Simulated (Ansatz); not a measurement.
`[F][Al]([F])[O]CC(F)(F)F`. Total charge 0; spin multiplicity 1. Geometry: relaxed with PBE0-D4/def2-TZVP. It is one conformer, not always the lowest.

```xyz
11

F     0.709   -2.029    2.038
Al    0.112   -0.555    1.648
F     0.317    0.679    2.709
O    -1.152   -0.456    0.485
C    -0.929    0.339   -0.621
C     0.516    0.188   -1.062
F     1.007    1.209   -1.726
F     1.294    0.099    0.136
F     0.781   -0.924   -1.713
H    -1.559    0.040   -1.466
H    -1.096    1.408   -0.427
```

(1) What is the dipole moment at PBE/def2-TZVPP? (Best estimate.)

(2) And with r2SCAN, B3LYP, ωB97M-V? (An estimate is asked.)

(3) Give the Mulliken charges with PBE, ωB97M-V, r2SCAN in def2-TZVPP. (Estimate.)

Results:

(1) Ansatz gave: 3.54 D, with components (-0.81, 1.47, -3.12) D in this frame, pointing from negative to positive charge.

(2) Ansatz gave: r2SCAN 3.60 D, B3LYP 3.65 D, ωB97M-V 3.66 D.

(3) Computed: 
| atom | PBE | ωB97M-V | r2SCAN |
| --- | --- | --- | --- |
| F1 | -0.32 | -0.35 | -0.35 |
| Al2 | 0.68 | 0.78 | 0.81 |
| F3 | -0.32 | -0.35 | -0.35 |
| O4 | -0.33 | -0.38 | -0.41 |
| C5 | -0.01 | -0.04 | 0.10 |
| C6 | 0.40 | 0.47 | 0.49 |
| F7 | -0.09 | -0.13 | -0.13 |
| F8 | -0.09 | -0.12 | -0.13 |
| F9 | -0.10 | -0.13 | -0.14 |
| H10 | 0.09 | 0.11 | 0.06 |
| H11 | 0.09 | 0.12 | 0.06 |

B3LYP here is the variant with VWN-RPA as its local correlation; programs differ in this.
